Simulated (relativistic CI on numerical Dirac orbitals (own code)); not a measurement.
Sensitivity of the levels of La¹⁷⁺ to α and to the nuclear radius

Calculated at this level of theory: Dirac-Coulomb-Breit CI, separate exchange-only KLI orbitals for each configuration, derivatives by finite differences, unscaled Slater integrals, QED left out (own radial code, finite nucleus).

CI space (outside the closed core [Ar] 3d10 4s2): 4p⁶4d⁴, 4p⁵4d⁵, 4p⁶4d³4f, 4p⁶4d²5s², 4p⁶4d4f5s². Double excitations out of closed p, d and f shells are left out; levels of such configurations are missing from the list, as are those of other unlisted configurations, and high levels can miss mixing partners.

With x = (α/α₀)² − 1 an excitation energy changes as ω = ω₀ + qx; K = 2q/ω₀ is the relative enhancement. Terms are leading LS components, so labels can repeat. The field-shift factor is F = δν/δ⟨r²⟩ for the transition from the lowest level.

Lowest level 4p⁶4d⁴ ⁵D0.

```csv
Level,ω₀ (cm⁻¹),q (cm⁻¹),K,F (GHz/fm²)
4p⁶4d⁴ ⁵D1,12710.8,23340,3.67,0.273
4p⁶4d⁴ ⁵D2,23381.6,36300,3.11,0.438
4p⁶4d⁴ ⁵D3,31439.7,41490,2.64,0.517
4p⁶4d⁴ ⁵D4,36187.6,36200,2,0.482
4p⁶4d⁴ ³P0,52690.1,37570,1.43,0.555
4p⁶4d⁴ ³H4,55463.8,37110,1.34,0.558
4p⁶4d⁴ ³G3,66115.5,36370,1.1,0.588
4p⁶4d⁴ ³F2,68866.6,34920,1.01,0.584
4p⁶4d⁴ ³H5,69132.3,45450,1.31,0.687
4p⁶4d⁴ ³P1,71552.7,47790,1.34,0.72
4p⁶4d⁴ ³H6,74818.8,47700,1.28,0.729
4p⁶4d⁴ ³G4,82514.4,52380,1.27,0.802
4p⁶4d⁴ ³D2,86115.1,48740,1.13,0.779
```

At this charge energies of transitions that change n are usually good to better than 1 %, and those within a shell (Δn = 0) to a few per cent. Terms inside the open d or f shell come out 10 to 20 % too wide with unscaled integrals.
